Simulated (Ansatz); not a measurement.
This geometry of FH$_{4}$SSbSi (8 atoms, charge 0, multiplicity 1) is a first-order saddle point.

Method: RKS PBE/def2-SVP in Ansatz.

```xyz
8
Properties=species:S:1:pos:R:3
F -2.948 2.365 -0.940
Sb -1.982 1.075 0.289
S -0.446 -0.582 1.534
Si 1.251 -0.918 0.234
H -0.758 1.002 -0.954
H 0.797 -1.484 -1.083
H 2.197 -1.891 0.882
H 1.980 0.374 -0.017
```

Problem. Which two structures does it join? (They come from a converged band through this point; their orientation in space is the band's.)

Solution. No bond is made or broken. The height of Sb2 over the plane of its neighbours goes from -1.05 to 1.05 Å. The two ends are copies of one structure, up to a mirror image or an exchange of like atoms. The height can change sign by an inversion or by a turn that exchanges like atoms.

Initial state:

```xyz
8
Properties=species:S:1:pos:R:3
F -2.458 0.713 -0.860
Sb -1.523 1.607 0.624
S -0.380 -0.325 1.641
Si 0.921 -0.905 0.002
H -0.145 2.018 -0.381
H 0.140 -1.044 -1.273
H 1.519 -2.228 0.389
H 2.018 0.106 -0.197
```

Final state:

```xyz
8
Properties=species:S:1:pos:R:3
F -0.057 2.620 0.598
Sb -1.667 1.490 0.534
S -0.749 -0.622 1.417
Si 0.729 -1.054 -0.115
H -1.386 1.027 -1.133
H 0.065 -1.432 -1.412
H 1.533 -2.217 0.396
H 1.623 0.131 -0.340
```

Problem. How far does it lie above each of them?

Solution. 1.26 eV above the first and 1.26 eV above the second. This is the barrier of this one path; another mechanism may lie lower.

Run time: 32 s on 2 threads of AMD EPYC 9R45 96-Core Processor (Zen 5), with other jobs on the host, peak memory 0.16 GiB.
